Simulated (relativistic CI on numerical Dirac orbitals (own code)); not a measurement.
# Level scheme of Ni5+

These numbers are calculated, not measured: Dirac-Coulomb-Breit CI, separate exchange-only KLI orbitals for each configuration, model QED (radiative potential, 1s self-energy scaled to tabulated hydrogen-like ionisation energies), valence Slater integrals scaled by 0.85, P86 correlation energy added to each configuration (own radial code, finite nucleus).

Configuration list (outside the closed core [Ne]): 3s²3p⁶3d⁵, 3s²3p⁶3d⁴4s, 3s²3p⁵3d⁶, 3s²3p⁶3d⁴4p, 3s²3p⁶3d⁴4d, 3s²3p⁶3d⁴5s, 3s3p⁶3d⁶, 3s²3p⁶3d⁴5p, 3s²3p⁶3d⁴4f, 3s²3p⁶3d⁴5d, 3s²3p⁶3d⁴6s, 3s²3p⁶3d⁴5f, 3s²3p⁶3d⁴6p, 3s²3p⁶3d⁴5g, 3s²3p⁶3d³4s4p, 3s²3p⁶3d⁴6d, 3s²3p⁵3d⁵4s, 3s²3p⁵3d⁵4p, 3s²3p⁶3d³4p4d, 3s²3p⁶3d³4s², 3s²3p⁶3d²4s²4p, 3s²3p⁶3d²4s²4d, 3s²3p⁶3d²4s²5s, 3s²3p⁶3d³4p², 3s²3p⁶3d²4s4p², 3s²3p⁶3d²4p³, 3s²3p⁶3d²4p²4d, 3s²3p⁶3d²4p²5s, 3s²3p⁶3d³4s4d, 3s²3p⁶3d²4s4p4d, 3s²3p⁶3d²4s4d², 3s²3p⁶3d²4s4d5s, 3p⁶3d⁷, 3p⁵3d⁸. Double excitations out of closed p, d and f shells are left out; levels of such configurations are missing from the list, as are those of other unlisted configurations, and high levels can miss mixing partners. These lack a partner that the ground configuration has and come out too high: 3s²3p⁵3d⁵4s, 3s²3p⁵3d⁵4p.

The lowest level is 3s²3p⁶3d⁵ ⁶S5/2, with 100 % of that term; Hund's rules for 3s²3p⁶3d⁵ give ⁶S with J = 5/2, in agreement.

```tsv
No.	Configuration	Term	J	E (cm⁻¹)	%	Lifetime (s)	jj configuration (%)
1	3s²3p⁶3d⁵	⁶S	5/2	0.0	100		3d3/2^2 3d5/2^3 (43)
2	3s²3p⁶3d⁵	⁴G	11/2	39545.5	100		3d3/2^2 3d5/2^3 (51)
3	3s²3p⁶3d⁵	⁴G	5/2	39638.4	99		3d3/2^2 3d5/2^3 (40)
4	3s²3p⁶3d⁵	⁴G	9/2	39649.7	100	2.51e+04	3d3/2^2 3d5/2^3 (66)
5	3s²3p⁶3d⁵	⁴G	7/2	39666.7	99	4.29e+05	3d3/2^2 3d5/2^3 (43)
6	3s²3p⁶3d⁵	⁴P	5/2	44376.3	88	1.75e-01	3d5/2 (33)
7	3s²3p⁶3d⁵	⁴P	3/2	44603.7	91	2.65e-01	3d3/2^2 3d5/2^3 (49)
8	3s²3p⁶3d⁵	⁴P	1/2	44844.6	96		3d3/2^2 3d5/2^3 (53)
9	3s²3p⁶3d⁵	⁴D	7/2	48267.6	99	5.78e+00	3d3/2^2 3d5/2^3 (55)
10	3s²3p⁶3d⁵	⁴D	1/2	48598.3	96	2.61e+00	3d3/2^2 3d5/2^3 (80)
11	3s²3p⁶3d⁵	⁴D	3/2	48753.6	90	1.68e+00	3d3/2 3d5/2^4 (50)
12	3s²3p⁶3d⁵	⁴D	5/2	48755.0	88	1.30e+00	3d3/2^2 3d5/2^3 (39)
13	3s²3p⁶3d⁵	²I	11/2	57170.9	98	1.73e+01	3d3/2^2 3d5/2^3 (48)
14	3s²3p⁶3d⁵	²I	13/2	57237.1	100	5.93e+02	3d3/2^2 3d5/2^3 (100)
15	3s²3p⁶3d⁵	²D	5/2	61743.5	66	2.30e-01	3d5/2 (35)
16	3s²3p⁶3d⁵	²D	3/2	62780.1	90	5.56e-01	3d3/2^2 3d5/2^3 (62)
17	3s²3p⁶3d⁵	²F	7/2	64402.6	93	3.47e-01	3d3/2^2 3d5/2^3 (38)
18	3s²3p⁶3d⁵	⁴F	9/2	65698.4	94	5.21e-01	3d3/2^2 3d5/2^3 (51)
19	3s²3p⁶3d⁵	⁴F	5/2	65700.4	64	4.91e-01	3d3/2^2 3d5/2^3 (64)
20	3s²3p⁶3d⁵	⁴F	7/2	65982.9	92	4.26e-01	3d3/2 3d5/2^4 (47)
21	3s²3p⁶3d⁵	⁴F	3/2	66380.2	90	4.10e-01	3d3/2 3d5/2^4 (45)
22	3s²3p⁶3d⁵	²F	5/2	66743.6	40	2.23e-01	3d5/2^5 (50)
23	3s²3p⁶3d⁵	²H	9/2	69263.1	76	5.16e-01	3d3/2^2 3d5/2^3 (67)
24	3s²3p⁶3d⁵	²H	11/2	70016.6	98	2.31e-01	3d3/2 3d5/2^4 (62)
25	3s²3p⁶3d⁵	²G	7/2	71068.8	97	2.87e+00	3d3/2^2 3d5/2^3 (68)
26	3s²3p⁶3d⁵	²G	9/2	71819.2	73	1.09e+00	3d3/2 3d5/2^4 (62)
27	3s²3p⁶3d⁵	²F	5/2	76004.8	98	1.05e+00	3d3/2^2 3d5/2^3 (56)
28	3s²3p⁶3d⁵	²F	7/2	76225.8	98	1.01e+00	3d3/2 3d5/2^4 (39)
29	3s²3p⁶3d⁵	²S	1/2	83380.3	99	2.70e-01	3d3/2^3 3d5/2^2 (40)
30	3s²3p⁶3d⁵	²D	3/2	92877.1	100	1.91e-01	3d3/2^3 3d5/2^2 (35)
```

Energies count from the lowest computed level; lifetimes are radiative, by E1, M1, E2 decay to levels of this space only; some are left blank where a channel outside the calculation adds to the decay or the decay crosses a small, uncertain gap. Filled j subshells are mostly left out of the jj labels.

The mean weight of the leading LS term, summed over parents, in these 30 levels is 90 %, and that of the leading jj configuration (from the same eigenvectors) 52 %, so LS coupling describes them better.

At this charge configurations can still be misplaced by up to about 7 % of their energy. 52 of the 54 excited levels that our extract of the measured tables holds in this range could be paired (the sources list more); they are missed by 1994 cm⁻¹ on average and 5100 at most, and levels without a partner can miss by more. Some levels of the ground configuration have no partner and can miss by 10 % or more.
